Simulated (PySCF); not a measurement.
**How methods differ on the ionisation energy of Cr¹⁴⁺**

Cr¹⁴⁺ [Ne] (1S) → Cr¹⁵⁺ [He] 2s2 2p5 (2P), as a difference of total energies. Computed with PySCF 2.14 in an uncontracted even-tempered set (16 s from 2.4 bohr⁻², ratio 2.5; 10 p from 3.1 bohr⁻², ratio 2.5; 5 d from 18 bohr⁻², ratio 2.7; 5 f from 27 bohr⁻², ratio 2.7), with the non-relativistic Hamiltonian (point nucleus). Correlated levels: nothing frozen; virtual orbitals above 40 to 60 times the deepest correlated orbital energy dropped. The calculations carry no spin-orbit coupling.

```tsv
method	ionisation energy (eV)
UHF	1010.3
MP2 (all electrons)	1011.9
SCS-MP2 (all electrons)	1011.7
CCSD (all electrons)	1011.8
CCSD(T) (all electrons)	1011.8
```

A first-order spin-orbit estimate (lowest level to lowest level, LS coupling) adds -2.821 eV.

These non-relativistic numbers lack the scalar-relativistic shift.

For comparison: 1011.6 ± 0.5 eV (semi-empirical (NIST evaluation); NIST Atomic Spectra Database, ionization energies).
